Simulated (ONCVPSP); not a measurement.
zinc (Zn): excitation energies, all-electron against ONCV

Zn (Z = 30), optimised norm-conserving Vanderbilt (ONCV), made with ONCVPSP 4.0.1 (LDA (Perdew-Wang 92), scalar-relativistic). Core [Ar], reference 3d10 (charge +2). Waves: s scattering state at 0.03 Ha: rc 1.65 bohr, ncon 3, nbas 8, qcut 3.8 1/bohr, 2 projectors, debl 2.2 Ha; p scattering state at 0.13 Ha: rc 1.40 bohr, ncon 4, nbas 7, qcut 6.5 1/bohr, 2 projectors, debl 3.2 Ha; 3d: rc 1.50 bohr, ncon 4, nbas 9, qcut 12.2 1/bohr, 2 projectors, debl 2.4 Ha; f scattering state at 0.05 Ha: rc 1.30 bohr, ncon 4, nbas 8, qcut 7.8 1/bohr, 2 projectors, debl 2.8 Ha. Local part: polynomial inside 1.05 bohr (lpopt 5, dvloc0 4 Ha). Core correction: none.

In the s channel the program set the typed energies aside and used 0.050, 2.250 Ha.

Energies are relative to the spin-unpolarised reference configuration 3d10; without spin polarisation the order of configurations can differ from experiment.

```tsv
valence configuration	charge	ΔE all-electron (eV)	error AE − PS (meV)
3d10 4s1	+1	-18.763	+44
3d9	+3	40.896	-13
```

Problem. What are ΔE and the potential's error for 3d8?

Solution. ΔE = 103.052 eV all-electron; the error (AE − PS) is -20 meV.

Problem. What are ΔE and the potential's error for 3d10 4s2?

Solution. ΔE = -28.947 eV all-electron; the error (AE − PS) is +85 meV.

Levels in the configuration 3d9:

```tsv
level	all-electron (eV)	pseudo (eV)
3d	-51.071	-51.088
```

Note: ghosts flagged at negative energy: p at -88.3 eV; GHOST(+) flagged for s at 64.1 eV. A true bound ghost makes a file unfit for plane-wave use.
